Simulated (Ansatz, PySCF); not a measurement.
Spin states of Cl2Zr (SMILES [Cl][Zr][Cl]), each relaxed with B3LYP-D3(BJ)/def2-TZVP.
State 1 (charge 0, multiplicity 3):
```json
[
 {"atom": "Zr", "x (Å)": "0.4421", "y (Å)": "0.0339", "z (Å)": "-0.0802"},
 {"atom": "Cl", "x (Å)": "-0.4968", "y (Å)": "1.6382", "z (Å)": "-1.5461"},
 {"atom": "Cl", "x (Å)": "0.0216", "y (Å)": "-1.6246", "z (Å)": "1.5559"}
]
```
State 2 (charge 0, multiplicity 1):
```xyz
3

Zr     0.63981     0.04167    -0.10489
Cl    -0.57594     1.51181    -1.41729
Cl    -0.09704    -1.50600     1.45185
```

Singlets are restricted, other states unrestricted; no spin–orbit coupling, no relativity up to Kr; see below for the cores. The largest T1 diagnostic is 0.021.

Correlated levels freeze the inner cores; with def2 sets outer-core shells near the valence are correlated too. CBS(a, b) extrapolates the correlation energy as X⁻³ and adds the Hartree–Fock energy of set b.

Run with Ansatz (a first-principles code) with Gaussian orbitals; PySCF for the dispersion terms. Values without a source in brackets are computed. In def2 rows elements past Kr take small-core potentials, without spin–orbit coupling.

```tsv
level	energy of the multiplicity-1 state less that of the multiplicity-3 state (eV)
SVWN5/def2-TZVPP	0.239
PBE/def2-TZVPP	0.534
B3LYP/def2-TZVPP	0.555
B3LYP-D3(BJ)/def2-TZVPP	0.549
PBE0-D4/def2-TZVPP	0.713
B2PLYP/def2-TZVPP	0.491
B2PLYP-D3(BJ)/def2-TZVPP	0.488
CCSD/def2-QZVPP	0.518
CCSD(T)/CBS(def2-TZVPP, def2-QZVPP)	[?]
```

Problem. Complete the blanks.

Solution. 
- CCSD(T)/CBS(def2-TZVPP, def2-QZVPP), energy of the multiplicity-1 state less that of the multiplicity-3 state (eV): 0.299

Doubts at one or more of the structures used: a restricted determinant that unrestricted orbitals would lower (B2PLYP/def2-TZVPP, B2PLYP-D3(BJ)/def2-TZVPP, CCSD/def2-QZVPP, CCSD(T)/CBS(def2-TZVPP, def2-QZVPP)).
